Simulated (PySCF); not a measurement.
Mo(O)(NH)(F)(Me) (CH4FMoNO), SMILES [F][Mo](=[O])([CH3])=[NH], multiplicity 1. Coordinates come from a PBE-D3(BJ)/def2-SVP optimisation. The multiplicity is an assumed one; no other spin state was optimised. The structure was generated by enumeration; whether it is a known compound was not checked. The def2 effective core potentials stand for the cores of Mo; spin–orbit coupling is left out.

**Question.** Give the equilibrium geometry at PBE-D3(BJ)/def2-SVP (PySCF confirms it by a frequency run) as a Z-matrix. (Estimate from the structure and the level; the computed values follow.)

**Answer.** 
```
Mo
O 1 1.6935
N 1 1.7428 2 109.30
H 3 1.0287 1 145.40 2 4.09
F 1 1.8706 2 115.25 3 126.55
C 1 2.1084 2 105.73 3 -110.85
H 6 1.1080 1 111.82 2 56.54
H 6 1.1101 7 108.72 1 -119.96
H 6 1.1110 7 109.11 8 -120.16
```
